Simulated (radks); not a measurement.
Values are calculated unless marked as measured or tabulated.
Spherical quantum dot in the effective-mass picture: electrons in a well V = -V0 / (1 + exp((r - R)/a)) with V0 = 18.9, R = 2.04, a = 0.2, with a point charge +2 (a donor) at the centre, all in effective atomic units (hartree* = m*/eps^2 hartree, bohr* = eps/m* bohr), one dielectric constant everywhere. Level of theory: non-relativistic Kohn-Sham, LDA (Slater exchange, Perdew-Wang correlation), spin-polarised, spherical densities (a radial shooting solver with Libxc functionals). Levels are named by radial order and angular momentum (1s, 1p, 1d, 2s, ...), and open shells are averaged over m. Results are scaled to m* = 0.147 and eps = 6.6, for which hartree* = 91.83 meV and bohr* = 2.376 nm.

N = 4, configuration 1s2 1p(up 2, down 0). This is the lowest configuration that the search found. Occupied and some empty levels:

| level | occupation | eigenvalue (meV) | <r> (nm) |
|---|---|---|---|
| 1s up | 1 | -1592.9 | 1.790 |
| 1s down | 1 | -1580.2 | 1.762 |
| 1p up | 2 | -1402.2 | 2.685 |
| 1p down | 0 | -1385.1 | 2.687 |
| 2s up | 0 | -1285.0 | 2.541 |
| 2s down | 0 | -1273.1 | 2.564 |
| 1d up | 0 | -1238.2 | 3.067 |
| 1d down | 0 | -1221.5 | 3.077 |
| 1f up | 0 | -1057.3 | 3.336 |
| 1f down | 0 | -1041.7 | 3.347 |

Energy (meV): total -6609.83, kinetic 762.94, external -7853.8, Hartree 701.77, exchange-correlation -220.69.

Electron density:

| r (nm) | n(r) (e/nm^3) |
|---|---|
| 0.219 | 0.2202 |
| 0.585 | 0.1258 |
| 0.950 | 0.07766 |
| 1.32 | 0.05217 |
| 1.68 | 0.03756 |
| 2.05 | 0.02792 |
| 2.41 | 0.02048 |
| 2.78 | 0.01419 |
| 3.15 | 0.008915 |
| 3.51 | 0.004906 |
| 3.88 | 0.002257 |
| 4.24 | 0.0008390 |
| 4.61 | 0.0002465 |
